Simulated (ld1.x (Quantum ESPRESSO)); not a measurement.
## Transferability test, TM semilocal potential for C (Z = 6)

| Item | Value |
| --- | --- |
| Element | C |
| Generator | ld1.x (Quantum ESPRESSO) 7.5 |
| Type | norm-conserving Troullier–Martins (semilocal form) |
| Functional | BP86 |
| Relativity | scalar-relativistic |
| Frozen core | [He] |
| Valence charge | 4 |
| Reference configuration | 2s2 2p2 |
| Partial waves | 2s (bound): rc 1.10 bohr; 2p (bound): rc 1.75 bohr |
| Local potential | the p channel |
| Core correction | Bessel-smoothed model core inside 1.10 bohr |

Energies are relative to the spin-unpolarised reference configuration 2s2 2p2; without spin polarisation the order of configurations can differ from experiment.

(1) Give the all-electron excitation energy and the error of the potential for: 2s2 2p1; 2s2 2p0; 2s1 2p0; 2s2 2p1.5; 2s1 2p3; 2s2 2p2.3; 2s1 2p2.

Levels in the configuration 2s2 2p1:

```csv
level,all-electron (eV),pseudo (eV)
2s,-25.862,-25.857
2p,-17.072,-17.032
```

## Answers

(1)

| valence configuration | charge | ΔE all-electron (eV) | error AE − PS (meV) |
| --- | --- | --- | --- |
| 2s2 2p1 | +1 | 10.943 | +11 |
| 2s2 2p0 | +2 | 35.140 | +154 |
| 2s1 2p0 | +3 | 83.416 | +336 |
| 2s2 2p1.5 | +0.5 | 4.007 | +0.8 |
| 2s1 2p3 | 0 | 8.486 | +1.9 |
| 2s2 2p2.3 | -0.3 | -1.188 | -0.1 |
| 2s1 2p2 | +1 | 19.727 | -19 |
